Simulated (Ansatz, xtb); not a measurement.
**Isomers of C5H10O2 in order of energy**

4 gas-phase structures of C5H10O2, from a drawn sample of its isomers (lower ones may exist). Each was relaxed with GFN2-xTB; where two conformers were screened, the lower at r2SCAN-D4/def2-SVP//GFN2-xTB is listed:

A. `COC/C=C(\C)O`, a singlet
B. `C=C(O)CCOC`, a singlet
C. `COC/C=C(/C)O`, a singlet
D. `COCCC(C)=O`, a singlet

Q: Estimate their order in r2SCAN-D4/def2-SVP//GFN2-xTB energy at these geometries, lowest first.

A: Calculated order at r2SCAN-D4/def2-SVP//GFN2-xTB: D (0.0), C (26.7), B (41.2), A (59.0) kJ/mol.

Energies above the lowest of each column, in kJ/mol; the last columns are at r2SCAN-D4/def2-SVP geometries:

```json
{"structure": "D", "GFN2-xTB": "0.0", "HF/STO-3G": "0.0", "r2SCAN-D4/def2-SVP//GFN2-xTB": "0.0", "r2SCAN-D4/def2-SVP": "0.0", "CCSD(T)/def2-SVP + ΔMP2/def2-TZVPP": "0.0"}
{"structure": "C", "GFN2-xTB": "20.1", "HF/STO-3G": "58.3", "r2SCAN-D4/def2-SVP//GFN2-xTB": "26.7", "r2SCAN-D4/def2-SVP": "27.2", "CCSD(T)/def2-SVP + ΔMP2/def2-TZVPP": "31.2"}
{"structure": "B", "GFN2-xTB": "36.8", "HF/STO-3G": "73.4", "r2SCAN-D4/def2-SVP//GFN2-xTB": "41.2", "r2SCAN-D4/def2-SVP": "42.3", "CCSD(T)/def2-SVP + ΔMP2/def2-TZVPP": "40.4"}
{"structure": "A", "GFN2-xTB": "39.3", "HF/STO-3G": "79.5", "r2SCAN-D4/def2-SVP//GFN2-xTB": "59.0", "r2SCAN-D4/def2-SVP": "56.9", "CCSD(T)/def2-SVP + ΔMP2/def2-TZVPP": "52.8"}
```

Every level run on D puts it lowest or level with the lowest. Flexible structures stand in one conformer each, not always the lowest. The ΔMP2 step shifts differences by up to 14.6 kJ/mol, which makes them less sure. ΔMP2 is the change of the MP2 energy from the smaller to the larger basis.

Over these structures GFN2-xTB departs from r2SCAN-D4/def2-SVP//GFN2-xTB by 6.0 kJ/mol on average once a common shift is removed. A GFN2-xTB relaxation took about 0.089 s and the r2SCAN-D4/def2-SVP//GFN2-xTB energy about 1.4 s on a shared host (Ansatz 0.2.0, xtb 6.7.1).
